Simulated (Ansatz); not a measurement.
Consider the ligand exchange at the Si–O bond: `CO[SiH2][AlH][CH3]` + H₂Se → `[CH3][AlH][SiH2][SeH]` + CH₃OH.

Program: Ansatz. Geometries: PBE0-D4/def2-TZVP. ΔE: electronic, gas phase. CCSD(T)/CBS adds triple-zeta CCSD(T) − MP2 to the extrapolated MP2 energy (def2 sets, frozen cores). This one scheme is used for every species. Functionals use def2-TZVPP. For Se outer-core shells are correlated without core-valence functions, which leaves a few kJ/mol of doubt a bond. Scalar relativity is left out up to krypton. Each species was taken in one conformer, which may not be the lowest.

`CO[SiH2][AlH][CH3]`:

```xyz
14

C     0.804    1.472    1.345
O     1.080    0.119    1.599
Si   -0.087   -1.046    1.407
Al   -0.888   -1.229   -0.927
C    -0.205   -0.056   -2.335
H     0.425    1.628    0.325
H     1.729    2.041    1.455
H     0.065    1.873    2.050
H    -1.225   -0.768    2.346
H     0.552   -2.307    1.879
H    -1.998   -2.320   -1.279
H    -0.204   -0.541   -3.315
H     0.804    0.308   -2.126
H    -0.852    0.826   -2.421
```

H₂Se:

Z-matrix (Å, degrees):
```
Se
H 1 1.467
H 1 1.467 2 91.2
```

`[CH3][AlH][SiH2][SeH]`:

Z-matrix (Å, degrees):
```
C
Al 1 1.951
H 1 1.096 2 109.8
H 1 1.095 2 110.7 3 -117.1
H 1 1.092 2 113.7 3 120.8
Si 2 2.461 1 121.4 3 -114.4
H 2 1.591 1 120.2 3 65.1
Se 6 2.293 2 106.7 1 179.2
H 6 1.493 2 112.5 1 -60.6
H 6 1.493 2 112.5 1 59.0
H 8 1.470 6 95.1 2 -180.0
```

CH₃OH:

Z-matrix (Å, degrees):
```
C
O 1 1.409
H 1 1.097 2 112.4
H 1 1.090 2 107.0 3 -118.5
H 1 1.097 2 112.4 3 123.0
H 2 0.959 1 108.5 3 -61.6
```

CCSD(T)/CBS gives +0.09 eV.

(1) Another level gave 0.00 eV. Which?
A. HF/def2-TZVPP
B. MP2/def2-TZVPP
C. PBE0/def2-TZVPP
D. CCSD/def2-TZVPP

Largest T1 diagnostic among the species: 0.011.

Answers

(1) C. PBE0 0.00, CCSD/def2-TZVPP 0.15, MP2/def2-TZVPP 0.10, HF/def2-TZVPP 0.20 eV.

In def2-TZVPP, CCSD(T) changes the Hartree–Fock value by −0.06 eV (the triples alone add −0.01 eV) and MP2 by −0.10 eV.
